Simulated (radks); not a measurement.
Species: Pt53+. Configuration: [Ar] 3d7. All-electron calculation, Dirac Kohn-Sham, relativistic LDA (MacDonald-Vosko exchange, VWN5 correlation), spin-unpolarised, spherical densities, finite nucleus; open shells fill j = l - 1/2 first; Fermi nuclear charge, rms radius 5.427 fm. Program: a radial shooting solver on a logarithmic mesh with Libxc functionals.

Normalised radial functions P(r) = r R(r) (large component), r in bohr:

```
   r/bohr * 2p3/2, o 3d5/2 (the largest magnitude, 3.65, reaches the edge; | marks zero, & curves that meet)
0.0006419 &
0.0009127 &
 0.001308 &
  0.00186 o*
 0.002645 o*
 0.003761 o *
  0.00539 o   *
 0.007665 o      *
   0.0109 o            *
  0.01562 |o                    *
  0.02221 | o                              *
  0.03158 |     o                                       *
  0.04491 |          o                                           *
  0.06437 |                    o                                *
  0.09153 |                               o       *
   0.1301 |                   *                  o
   0.1865 |     *                           o
   0.2652 |*                 o
   0.3771 *    o
   0.5363 *o
   0.7686 &
    1.093 &
```

2p3/2: eigenvalue -14601.0 eV, 0 radial nodes, <r> = 0.0673 bohr, 90 % of the charge inside 0.109 bohr. 3d5/2: eigenvalue -5052.1 eV, 0 radial nodes, <r> = 0.163 bohr, 90 % of the charge inside 0.250 bohr.
